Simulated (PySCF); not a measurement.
Solvent effects on NMR parameters

Bonds (- single, = double, # triple, : aromatic): C1-C2, C2-C3, C3-C4, C4-C5, C5-C6, C6-C7, C7-C8, C8-C1, C7-C4. C1 carries H9, H10; C2 carries H11, H12; C3 carries H13, H14; C4 carries H15; C5 carries H16, H17; C6 carries H18, H19; C7 carries H20; C8 carries H21, H22. Stereochemistry as in C1CC[C@H]2CC[C@H]2C1. H16, H19 are cis to C3 on the ring; H9, H12, H13, H22 are cis to C5 on the ring; H17, H18 are trans to C3 on the ring; H10, H11, H14, H21 are trans to C5 on the ring.

GIAO PBE0/pcSseg-1 in PySCF 2.14.0 with density-fitted response routines on one PBE0-D3(BJ)/def2-SVP conformer, non-relativistic, equivalent nuclei averaged. Solvents enter as an IEF-PCM continuum (dichloromethane with ε = 8.9, dimethylsulfoxide with ε = 46.8) around the gas-phase geometry. Shifts are referred to TMS computed in the same medium.

Gas phase, δ in ppm: C4/C7 34.2, C3/C8 30.0, C5/C6 25.6, C1/C2 24.9, H15/H20 2.01, H17/H18 1.75, H16/H19 1.60, H14/H21 1.49, H9/H12 1.37, H13/H22 1.28, H10/H11 1.18. Dipole moment 0.16 D.

(1) How does each δ change in the continuum?

(2) Which nuclei move most (in ppm), and what does the model miss?

## Answers

(1) 
| atoms | environment | Δδ, dichloromethane | Δδ, dimethylsulfoxide |
| --- | --- | --- | --- |
| C4/C7 | sp3 CH in a ring | +0.6 | +0.8 |
| C3/C8 | sp3 CH2 in a ring | +0.5 | +0.6 |
| C5/C6 | sp3 CH2 in a ring | +0.4 | +0.4 |
| C1/C2 | sp3 CH2 in a ring | +0.5 | +0.5 |
| H15/H20 | hydrogen on an sp3 CH in a ring | +0.01 | +0.02 |
| H17/H18 | hydrogen on an sp3 CH2 in a ring | -0.01 | -0.01 |
| H16/H19 | hydrogen on an sp3 CH2 in a ring | +0.01 | +0.01 |
| H14/H21 | hydrogen on an sp3 CH2 in a ring | -0.01 | -0.01 |
| H9/H12 | hydrogen on an sp3 CH2 in a ring | +0.01 | +0.01 |
| H13/H22 | hydrogen on an sp3 CH2 in a ring | +0.01 | +0.01 |
| H10/H11 | hydrogen on an sp3 CH2 in a ring | -0.01 | -0.01 |

Changes are relative to the gas phase. The dipole moment becomes 0.19 D in dichloromethane, 0.20 D in dimethylsulfoxide.

(2) C4/C7 (sp3 CH in a ring, +0.8 ppm) in dimethylsulfoxide. A continuum only polarises the solute; specific hydrogen bonds, the anisotropy of aromatic solvents and changes of geometry or conformer are outside it.
